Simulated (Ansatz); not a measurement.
Input file for Ansatz (a first-principles code): R-PBE/def2-TZVPP on BH3 (SMILES B), atoms moved off the minimum.

Ansatz 0.2 input:
```yaml
crystal:
  periodic: [false, false, false]
  atoms:
    - {symbol: B, position_ang: [0.00407551, 0.03822879, 0.03739232]}
    - {symbol: H, position_ang: [-1.16453462, -0.12041713, -0.33799987]}
    - {symbol: H, position_ang: [0.45538411, -0.61441469, 0.99227780]}
    - {symbol: H, position_ang: [0.74363760, 0.66764895, -0.61346233]}
basis:
  gaussian:
    orbitals: def2-TZVPP
hamiltonian:
  xc: {name: PBE}
scf: {lower_state_search: off}
output: {forces: true}
```

**Question.** What total energy does the run end on?

**Answer.** -26.5504 hartree.
